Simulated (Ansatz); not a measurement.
Geometry optimisation, RKS BHLYP-D4/def2-SVP (Ansatz 0.2.0).

Input:

```yaml
crystal:
  periodic: [false, false, false]
  atoms:
    - { symbol: W, position_ang: [0.249357, 0.260708, -0.40106] }
    - { symbol: H, position_ang: [0.107324, 0.121364, 2.506686] }
    - { symbol: H, position_ang: [1.421397, -0.605477, 0.380534] }
    - { symbol: H, position_ang: [-0.636347, 1.419344, 0.378262] }
    - { symbol: H, position_ang: [-1.323848, -0.086802, 0.069791] }
    - { symbol: H, position_ang: [-0.071919, -1.317219, 0.073187] }
    - { symbol: H, position_ang: [0.305167, 0.315008, -2.105277] }
    - { symbol: Br, position_ang: [1.967023, 2.007419, 0.291325] }
    - { symbol: H, position_ang: [0.564348, 0.575856, 2.190552] }
basis:
  gaussian: { orbitals: def2-SVP }
hamiltonian:
  xc: { name: BHLYP }
  dispersion: d4
relax:
  f_tol: 0.03
  max_steps: 50
```

Launched with:

```bash
$ ansatz run input.yaml --threads 2 --pin off --max-ram 3072MiB --backend cpu --events-out ev --progress --plain --runs-dir out
```

Q: Where does it end, and by what steps?

A: The run converged. After 25 steps the energy has fallen by 1.292 eV; H2 moved furthest, 1.45 Å. Joined: W1–H2 (2.91 → 1.85 Å), W1–H9 (2.63 → 1.85 Å).

| step | energy less start (eV) | largest force component (eV/Å) | accepted |
| --- | --- | --- | --- |
| 0 | 0.0000 | 1.079 | yes |
| 1 | -0.0755 | 0.916 | yes |
| 2 | -0.1195 | 0.365 | yes |
| 3 | -0.1379 | 0.365 | yes |
| 4 | -0.1580 | 0.297 | yes |
| 5 | -0.1743 | 0.314 | yes |
| 6 | -0.1828 | 0.139 | yes |
| 7 | -0.1809 | 0.224 | no |
| 8 | -0.1902 | 0.155 | yes |
| 9 | -0.1881 | 0.361 | no |
| 10 | -0.1986 | 0.144 | yes |
| 11 | -0.2132 | 0.173 | yes |
| 12 | -0.2473 | 0.265 | yes |
| 13 | -0.3299 | 0.496 | yes |
| 14 | -0.5025 | 0.890 | yes |
| 15 | -0.7454 | 1.061 | yes |
| 16 | -0.8605 | 1.257 | yes |
| 17 | -1.0389 | 1.101 | yes |
| 18 | -1.0786 | 0.809 | yes |
| 19 | -1.1604 | 0.555 | yes |
| 20 | -1.2617 | 0.842 | yes |
| 21 | -1.2849 | 0.260 | yes |
| 22 | -1.2840 | 0.120 | no |
| 23 | -1.2913 | 0.068 | yes |
| 24 | -1.2919 | 0.033 | yes |
| 25 | -1.2921 | 0.008 | yes |

```xyz
9
Properties=species:S:1:pos:R:3
W 0.575 0.592 0.200
H -0.465 -0.462 1.314
H 1.627 -0.389 1.077
H -0.422 1.627 1.080
H -1.080 0.347 0.033
H 0.360 -1.066 0.028
H -0.068 -0.059 -1.184
Br 2.053 2.097 -1.020
H 0.003 0.002 1.854
```

Time of the run: 100 s on 2 threads of Intel(R) Xeon(R) Platinum 8259CL CPU @ 2.50GHz (Skylake/Cascade Lake) (shared host), peak memory 0.24 GiB.
